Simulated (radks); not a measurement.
Problem. Coherent X-ray form factor from a spherical all-electron density. All-electron calculation, Dirac Kohn-Sham, exchange-only PBE, spin-unpolarised, spherical densities, finite nucleus; Fermi nuclear charge, rms radius of each element as measured or else 0.836 A^(1/3) + 0.57 fm. Program: a radial shooting solver on a logarithmic mesh with Libxc functionals.

| sin(theta)/lambda (1/angstrom) | f0 (electrons) |
|---|---|
| 0.05 | 16.811 |
| 0.1 | 16.268 |
| 0.15 | 15.438 |
| 0.2 | 14.415 |
| 0.25 | 13.303 |
| 0.3 | 12.190 |
| 0.4 | 10.217 |
| 0.5 | 8.745 |
| 0.6 | 7.730 |
| 0.8 | 6.460 |
| 1 | 5.488 |
| 1.25 | 4.339 |
| 1.5 | 3.351 |
| 2 | 2.095 |

The species is in the configuration that NIST lists as its ground one. Which atom or ion scatters so?

Solution. The scandium ion Sc4+, [Ne] 3s2 3p5. Extrapolating in s^2 from the first two rows gives f0(0) = 17.0, near the electron count 17; among species with that count, the fall with angle is slower the higher Z, and the table is that of Z = 21; from so few rows the species is fixed only to a neighbour or two.
